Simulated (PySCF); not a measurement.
# A small calculation by hand: entropy of an ideal gas

Pb(F)(SH) (FHPbS), SMILES [F][Pb][SH] (connectivity only; charge and spin as stated), neutral, multiplicity 1.

Geometry optimised at B3LYP-D3(BJ)/def2-TZVP. The def2 effective core potentials stand for the cores of Pb; spin–orbit coupling is left out. The values are those of a single conformer.

B3LYP-D3(BJ)/def2-TZVP run with PySCF 2.14.0 gives the harmonic wavenumbers 121, 293, 297, 513, 608, 2654 cm⁻¹ and the rotational temperatures 0.3314, 0.1260, 0.0913 K. The molar mass is 259.27 g/mol, the symmetry number 1, the spin multiplicity 1.

Work out the entropy at 298.15 K and 1 atm in the rigid-rotor, harmonic-oscillator model.


Translation (Sackur–Tetrode at 1 atm): S = R[1.5 ln M + 2.5 ln T − 1.16487] = 178.1 J/(mol K).
Rotation: q = (√π/σ) T^1.5/√(θA θB θC) = 148000, S = R[ln q + 3/2] = 111.4 J/(mol K).
Vibration: with u = 1.4388 ν/T, each mode gives R[u/(e^u − 1) − ln(1 − e^−u)]:
```json
[
 {"ν (cm⁻¹)": "121", "modes": "1", "u": "0.58", "S (J/(mol K))": "12.90"},
 {"ν (cm⁻¹)": "293", "modes": "1", "u": "1.41", "S (J/(mol K))": "6.09"},
 {"ν (cm⁻¹)": "297", "modes": "1", "u": "1.43", "S (J/(mol K))": "6.00"},
 {"ν (cm⁻¹)": "513", "modes": "1", "u": "2.48", "S (J/(mol K))": "2.62"},
 {"ν (cm⁻¹)": "608", "modes": "1", "u": "2.93", "S (J/(mol K))": "1.82"}
]
```
The stiffer modes add less than 0.005 each. Sum 29.4 J/(mol K).
Spin: R ln 1 = 0.0 J/(mol K).
Total 318.9 J/(mol K); the program's own thermochemistry gives 319.0. Translation makes up 56 % and vibration 9 %. Anharmonicity, hindered rotation and orbital degeneracy are left out.
